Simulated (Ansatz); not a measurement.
System: sum formula GeBr₂F (charge 0, doublet). It need not be the lowest isomer of its formula. SMILES: [F][Ge]([Br])[Br]
Geometry: optimised at B3LYP-D3(BJ)/def2-TZVP (Ansatz, a quantum-chemistry and plane-wave program).

Parts of the frozen-core correlation energy in cc-pVDZ (Ansatz, hartree). Frozen orbitals: 43; correlated occupied orbitals by spin: 13 and 12; virtual: 39 and 40. Open shells are spin-unrestricted. No spin-orbit coupling. No relativistic terms.

| term | value |
|---|---|
| reference (HF) | -7319.64906 |
| MP2 opposite-spin | -0.35068 |
| MP2 same-spin | [?] |
| CCSD correlation | [?] |
| (T) | [?] |
| T1 diagnostic | 0.016 |
| largest doubles amplitude | 0.033 |
| <S^2> of the reference | 0.765 |

**Question.** Fill in the missing entries.

**Answer.** 
- MP2 same-spin, value: -0.13505
- CCSD correlation, value: -0.51062
- (T), value: -0.01168
